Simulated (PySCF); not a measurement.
**Simulated absorption spectrum**

Species: Nb(NEt)(OH)3, C2H8NNbO3 (singlet state).
SMILES: `CC[N]=[Nb]([OH])([OH])[OH]`

Computed, not measured: PySCF 2.14.0, density-fitted response routines, TDDFT B3LYP/def2-SVPD, vertical, gas phase, core orbitals frozen in the response, def2 core potentials past Kr. Geometry: PBE0-D3(BJ)/def2-SVP; no solvent, vibrations or thermal averaging. Spin–orbit coupling is left out.

Broadening: Gaussians 0.4 eV wide at half height, area fixed by f = 4.319×10⁻⁹ ∫ε dν̃. The width is an assumption, not a result. The curve ends short of the highest state used, and states not computed would add to its high-energy end.

λ (nm), ε (L mol⁻¹ cm⁻¹) and a bar:
```
    221.2       3344 ##############################
    222.8       3319 ##############################
    224.3       3175 ############################
    225.9       2916 ##########################
    227.5       2584 #######################
    229.1       2221 ####################
    230.6       1889 #################
    232.2       1570 ##############
    233.8       1308 ############
    235.3       1119 ##########
    236.9        976 #########
    238.5        884 ########
    240.0        831 #######
    241.6        796 #######
    243.2        770 #######
    244.7        744 #######
    246.3        709 ######
    247.9        663 ######
    249.5        606 #####
    251.0        545 #####
    252.6        475 ####
    254.2        403 ####
    255.7        339 ###
    257.3        276 ##
    258.9        219 ##
    260.4        173 ##
    262.0        133 #
    263.6         99 #
    265.1         75 #
    266.7         54 
    268.3         39 
    269.8         28 
    271.4         19 
    273.0         13 
    274.6          9 
    276.1          6 
    277.7          4 
    279.3          3 
    280.8          2 
    282.4          1 
    284.0          1 
    285.5          0 
    287.1          0 
    288.7          0
```

(1) Where are the band maxima, and which computed states make them?

(2) Coming from long wavelengths, where does ε first pass 100 L mol⁻¹ cm⁻¹?

(3) On this curve, what absorbance would a 10⁻⁴ mol/L sample give at 266 nm over a 1 cm path?

## Answers

(1) 222 nm (5.59 eV), ε about 3400, made up of S5 (66%) and S6 (27%) (ε in L mol⁻¹ cm⁻¹; maxima over ε = 5, shares over 10%). The states used: S1 4.89 eV (f 0.0010); S2 5.06 eV (f 0.0080); S3 5.11 eV (f 0.0012); S4 5.41 eV (f 0.0052); S5 5.56 eV (f 0.033); S6 5.68 eV (f 0.015); S7 5.90 eV (f 0.0003); S8 5.99 eV (f 0.010); S9 6.16 eV (f 0.0037); S10 6.20 eV (f 0.0027).

(2) At about 264 nm (4.70 eV), 0.19 eV below S1.

(3) 266 nm is 4.661 eV, where ε is about 63 L mol⁻¹ cm⁻¹, so A = ε c l ≈ 0.0063 (Beer–Lambert, with the gas-phase spectrum and the assumed width).

All these states lie below the vertical ionisation energy of 8.89 eV (ΔSCF).
